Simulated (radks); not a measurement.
Results of a calculation; reference values are marked as such.
Problem. Radial electron density D(r) = 4 pi r^2 rho(r) of an atom or ion with 28 electrons. Code: a radial shooting solver on a logarithmic mesh with Libxc functionals. Model: scalar-relativistic Kohn-Sham, SCAN, spin-polarised, spherical densities, finite nucleus; meta-GGA in the generalised Kohn-Sham scheme; Fermi nuclear charge, rms radius of each element as measured or else 0.836 A^(1/3) + 0.57 fm.

r (bohr),D(r) (e/bohr)
0.001875,3.729
0.002097,4.507
0.002327,5.362
0.002603,6.448
0.002911,7.730
0.003256,9.235
0.003642,10.99
0.004074,13.02
0.004557,15.36
0.005097,18.02
0.005701,21.01
0.006377,24.34
0.007132,27.98
0.007978,31.90
0.008852,35.74
0.009901,40.00
0.01107,44.26
0.01239,48.37
0.01385,52.14
0.0155,55.38
0.01733,57.88
0.01939,59.48
0.02169,60.06
0.02426,59.61
0.02713,58.25
0.03035,56.26
0.03394,54.06
0.03766,52.30
0.04212,51.26
0.04712,51.61
0.0527,53.67
0.05895,57.42
0.06593,62.42
0.07375,67.82
0.08249,72.44
0.09226,75.08
0.1032,74.87
0.1154,71.59
0.1291,65.86
0.1444,59.11
0.1602,53.58
0.1792,49.93
0.2005,49.47
0.2242,51.81
0.2508,55.40
0.2805,58.01
0.3138,57.56
0.3509,53.05
0.3925,44.86
0.4391,34.51
0.4911,23.96
0.5493,14.89
0.6095,8.603
0.6817,4.204
0.7625,1.782
0.8529,0.6473
0.954,0.1983
1.067,0.05039
1.193,0.01041

What is the nuclear charge?

Solution. Z = 47. The innermost maximum, from 1s, lies near gamma/Z bohr with gamma = sqrt(1 - (Z/c)^2) = 0.939, here 0.02 bohr (found: 0.0219), and its height grows with Z. The density is that of the silver ion Ag19+ in [Ar] 3d10; the configuration itself is not fixed sharply by these data, and Z only to a few units. D(r) has 3 maxima, at r = 0.0219, 0.0968, 0.292 bohr, and minima at 0.0435, 0.193 bohr, inside which lie 2.02, 11.25 electrons.
